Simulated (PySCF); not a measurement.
Excitations are Tamm–Dancoff values on a coarser integration grid. The basis has no diffuse functions, so Rydberg states are missing or too high.

## C$_{2}$H$_{3}$BO$_{2}$, SMILES `C#CB(O)O` (O–B–O–H torsion -180°, O–B–O–H torsion 0°) (charge 0, multiplicity 1)

Calculation: PBE-D3(BJ)/def2-TZVP // B3LYP-D3(BJ)/def2-TZVP (PySCF).

```yaml
HOMO: -7.05 eV
dipole_moment: 1.45 D
LUMO: -1.48 eV
HOMO–LUMO gap: 5.58 eV
S1 excitation (TDA): 5.65 eV
S1 oscillator strength: 0.000
T1 excitation (TDA): 4.85 eV
S1–T1 gap (TDA): 0.80 eV
total_energy: -253.1761 Ha
cost: around 5 core-minutes (rough)
```

```xyz
8

C      2.1101    -0.1996    -0.4522
C      0.9086    -0.1796    -0.3740
B     -0.6200    -0.0879    -0.2643
O     -1.2475     1.1074    -0.0391
O     -1.3668    -1.2153    -0.3930
H      3.1706    -0.2338    -0.5238
H     -0.6432     1.8514     0.0388
H     -2.3118    -1.0427    -0.3071
```
